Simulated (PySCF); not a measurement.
Telling isomers of C$_{6}$H$_{14}$Si apart by NMR

PySCF calculation with GFN2-xTB geometry and GIAO PBE0/pcSseg-1 shieldings; isolated molecule, one averaged value for each set of equivalent atoms, one conformer, non-relativistic Hamiltonian.

δ = σ(ref) − σ, references computed at the same level: ¹H, ¹³C against TMS. Where no couplings were computed, multiplicities follow the n + 1 count of equivalent neighbours, and m marks all less simple cases (inequivalent or close neighbours, rings, F or P nearby). Shifts are as computed. Against solution values, carbons near 30 ppm lie about +3 ppm off and those near 130 ppm about +5 ppm. Of 1211 compounds with measured shifts, 218 miss one by over three times the rms of a fit or turn the order of signals round; such compounds aren't used in these exercises.

(1) Tabulate the signals of `C[C@@H]1C[Si@@H](C)[C@@H]1C`, `C/C=C/C(C)(C)[SiH3]` and their relative energies.

(2) What is the quickest way to tell C[C@@H]1C[Si@@H](C)[C@@H]1C from C/C=C/C(C)(C)[SiH3]?

Answers

(1) 
```json
{"SMILES": "C[C@@H]1C[Si@@H](C)[C@@H]1C", "carbon types": "2×CH 1×CH2 3×CH3", "δC": "33.2, 31.6, 21.7, 20.6, 15.8, -2.2", "δH": "4.87 (m, 1H), 2.46 (m, 1H), 1.94 (m, 1H), 1.54 (m, 1H), 1.08 (d, 3H), 1.06 (d, 3H), 0.74 (m, 1H), 0.28 (d, 3H)", "E rel. (kcal/mol)": "0.0"}
{"SMILES": "C/C=C/C(C)(C)[SiH3]", "carbon types": "1×C 2×CH 3×CH3", "δC": "146.6, 128.4, 27.8, 26.9, 22.8", "δH": "5.89 (d, 1H), 5.56 (m, 1H), 3.75 (s, 3H), 1.88 (d, 3H), 1.18 (s, 6H)", "E rel. (kcal/mol)": "14.4"}
```

Energies are electronic energies at PBE0/pcSseg-1 on these geometries, without zero-point or thermal terms, each for the one conformer computed, which needn't be the lowest.

(2) Count the carbon signals: 6 against 5. The first has an sp3 CH in a ring at 33.2 ppm, the second an alkene CH at 146.6 ppm. In the proton spectra the most deshielded non-exchanging signals are 4.87 (m, 1H) and 5.89 (d, 1H).
